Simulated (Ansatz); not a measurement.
A set of 12 reactions (ligand exchange), with CCSD(T)/CBS values in kJ/mol:

| reaction | ΔE |
| --- | --- |
| `[OH][Mo]([OH])([OH])([OH])=[S]` + HCl → `[OH][Mo]([OH])([OH])(=[S])[Cl]` + H₂O | -70.1 |
| `BN[SiH](O)F` + `C[SiH](N)O` → `C[Si@H](O)N[Si@@H](O)F` + `BN` | -27.3 |
| `CBB(N)Br` + NH₃ → `NB(N)Br` + `BC` | -97.0 |
| `C=NC(F)[SiH3]` + `C[N](C)[Y]([OH])[OH]` → `C[N](C)[Y]([OH])[O][SiH3]` + `C=NCF` | -134.8 |
| `OB(O[SiH3])O[SiH3]` + `C[SiH2]BO` → `C[SiH2]BO[SiH3]` + `OB(O)O[SiH3]` | 10.0 |
| `CSB[SiH2]O` + `N[SiH2]N` → `N[SiH2]N[SiH2]O` + `BSC` | -92.1 |
| `C=N[AsH]C` + `N[SiH3]` → `C[AsH]N[SiH3]` + `C=N` | -5.1 |
| `[NH2][Sc]([Cl])[O][SiH3]` + HCl → `[NH2][Sc]([Cl])[Cl]` + `O[SiH3]` | -13.5 |
| `C#[C][Ti]([F])([F])[C]#C` + H–F → `C#[C][Ti]([F])([F])[F]` + `C#C` | -138.8 |
| `B[CH2][Al]([CH3])[SiH3]` + `N=CO` → `O/C=N/[SiH3]` + `B[CH2][AlH][CH3]` | -38.8 |
| `N[SiH2][GeH2][OH]` + `NCF` → `[OH][GeH2][NH]CF` + `N[SiH3]` | -11.0 |
| `BN[SiH](O)F` + H₂Se → `O[SiH](F)[SeH]` + `BN` | -3.2 |

Program: Ansatz. Geometries: PBE0-D4/def2-TZVP. ΔE: electronic, gas phase. CCSD(T)/CBS adds triple-zeta CCSD(T) − MP2 to the extrapolated MP2 energy (def2 sets, frozen cores). This one scheme is used for every species. DFT in def2-TZVPP. B3LYP here is the variant with VWN-RPA as its local correlation; programs differ in this. Elements past krypton have def2 core potentials. For As, Br, Ge, Mo, Sc, Se, Ti, Y outer-core shells are correlated without core-valence functions, which leaves a few kJ/mol of doubt a bond. Scalar relativity is left out up to krypton. One conformer a species, not always the lowest.

Problem. Give the mean, mean absolute and largest difference (level minus CCSD(T)/CBS, kJ/mol) for: PBE-D4, r2SCAN-D4, B3LYP-D4, ωB97X-V, B2PLYP, r2SCAN, PBE0, B3LYP, HF/def2-TZVPP, MP2/def2-TZVPP, CCSD/def2-TZVPP, CCSD(T)/def2-TZVPP, HF/def2-QZVPP, MP2/CBS(def2). (Estimate.)

Solution. Ansatz gave: 
```csv
level,mean,mean absolute,largest
PBE-D4,4.1,10.2,19.2
r2SCAN-D4,-1.0,5.4,-15.7
B3LYP-D4,-1.2,3.8,-11.2
ωB97X-V,-2.6,3.9,-21.6
B2PLYP,-1.9,4.0,-12.4
r2SCAN,-1.1,5.5,-17.0
PBE0,0.7,7.5,13.1
B3LYP,-1.5,4.9,-17.4
HF/def2-TZVPP,-10.3,13.5,-28.0
MP2/def2-TZVPP,-1.5,4.7,14.9
CCSD/def2-TZVPP,-1.2,3.1,-7.1
CCSD(T)/def2-TZVPP,0.1,2.4,9.0
HF/def2-QZVPP,-10.7,14.2,-30.3
MP2/CBS(def2),-1.7,3.8,-11.4
```

The largest T1 diagnostic in the set is 0.025, for `[OH][Mo]([OH])([OH])([OH])=[S]` (customary mark 0.02).

CCSD(T)/CBS is a level of theory with its own doubt, and the functionals carry their triple-zeta basis error, so these figures describe this set and don't rank the functionals.
